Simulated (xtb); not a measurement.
A run for xtb: GFN2-xTB on BO, 2S+1 = 2, a point of a bond scan (R = 2.404 Å).

```
$ xtb mol.xyz --gfn 2 --sp --chrg 0 --uhf 1
2

B     -0.00000000    -0.00000000    -0.73974202
O      0.00000000     0.00000000     1.66441954
```

The head of its log:

```
[...]
           -------------------------------------------------
          |                Calculation Setup                |
           -------------------------------------------------



molecular fragmentation (1/2 indicates fragments):
12
# atoms in fragment 1/2:     1     1
 fragment masses (1/2) :       10.81       16.00
CMA distance (Bohr)    :   4.543
constraining FC (au)   :  0.0500

           -------------------------------------------------
          |                 G F N 2 - x T B                 |
           -------------------------------------------------

        Reference                      10.1021/acs.jctc.8b01176
      * Hamiltonian:
        H0-scaling (s, p, d)           1.850000    2.230000    2.230000
        zeta-weighting                 0.500000
      * Dispersion:
        s8                             2.700000
        a1                             0.520000
        a2                             5.000000
        s9                             5.000000
      * Repulsion:
        kExp                           1.500000    1.000000
        rExp                           1.000000
      * Coulomb:
        alpha                          2.000000
        third order                    shell-resolved
        anisotropic                    true
        a3                             3.000000
        a5                             4.000000
        cn-shift                       1.200000
        cn-exp                         4.000000
        max-rad                        5.000000


          ...................................................
          :                      SETUP                      :
          :.................................................:
          :  # basis functions                   8          :
          :  # atomic orbitals                   8          :
          :  # shells                            4          :
          :  # electrons                         9          :
          :  max. iterations                   250          :
          :  Hamiltonian                  GFN2-xTB          :
          :  restarted?                      false          :
          :  GBSA solvation                  false          :
          :  PC potential                    false          :
          :  electronic temp.          300.0000000     K    :
          :  accuracy                    1.0000000          :
          :  -> integral cutoff          0.2500000E+02      :
          :  -> integral neglect         0.1000000E-07      :
          :  -> SCF convergence          0.1000000E-05 Eh   :
          :  -> wf. convergence          0.1000000E-03 e    :
          :  Broyden damping             0.4000000          :
          :  net charge                          0          :
          :  unpaired electrons                  1          :
          ...................................................

 iter      E             dE          RMSdq      gap      omega  full diag
   1     -4.6780276 -0.467803E+01  0.163E+01    0.71       0.0  T
   2     -3.8371094  0.840918E+00  0.165E+01    1.59       1.0  T
```

Q: Give the final energy of this run.

A: -4.8679 hartree.
